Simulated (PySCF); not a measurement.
C6H13N.
Bonds: C1–N2, N2–C3, C3–C4, C4–C5, C5–C6, C6–C7, C3–C7. Hydrogens: H8, H9, H10 on C1; H11 on N2; H12 on C3; H13, H14 on C4; H15, H16 on C5; H17, H18 on C6; H19, H20 on C7.

Level: PBE0/def2-SVPD in PySCF, non-relativistic, on one gas-phase PBE0-D3(BJ)/def2-SVP geometry that isn't relaxed in the solvent. The solvent is an IEF-PCM continuum (Bondi radii, 1.10 Å for H, scaled by 1.2). Only the electrostatic response of the medium enters.

Gas phase at PBE0/def2-SVPD: HOMO -6.38 eV, LUMO 0.75 eV, dipole 0.86 D.

Task: What does the continuum do to the energy, the frontier levels and the dipole at PBE0/def2-SVPD in benzene and tetrahydrofuran?

Result: 
```json
{"solvent": "benzene", "ε": "2.271", "E(solvent) − E(gas) (kcal/mol)": "-1.23", "polarisation term (kcal/mol)": "-1.30", "distortion of the solute (kcal/mol)": "0.07", "HOMO (eV)": "-6.38", "LUMO (eV)": "0.84", "dipole (D)": "1.02"}
{"solvent": "tetrahydrofuran", "ε": "7.426", "E(solvent) − E(gas) (kcal/mol)": "-2.37", "polarisation term (kcal/mol)": "-2.68", "distortion of the solute (kcal/mol)": "0.31", "HOMO (eV)": "-6.42", "LUMO (eV)": "0.89", "dipole (D)": "1.24"}
```

Polarisation term: ½ Σ q·V over the induced surface charges. Distortion: the rise of the solute's own energy as its density leaves the gas-phase optimum. From benzene to tetrahydrofuran the lowering changes by a factor 1.93, Onsager's factor (ε − 1)/(2ε + 1) by 1.77 and ε itself by 3.3.

Task: How does the static polarisability (PBE0/def2-SVPD, frozen core, with the continuum's full static response) change?

Result: 
```tsv
medium	isotropic (au)	principal values (au)	⟨r²⟩ of the electrons (bohr²)
gas	80.0	70.6, 77.9, 91.4	914.0
benzene	91.3	82.0, 89.6, 102.1	913.8
tetrahydrofuran	102.8	95.8, 101.5, 111.0	913.6
```

The isotropic value in tetrahydrofuran is 1.29 times the gas-phase one; no cavity-field correction is applied. ⟨r²⟩ is taken about the centre of nuclear charge.
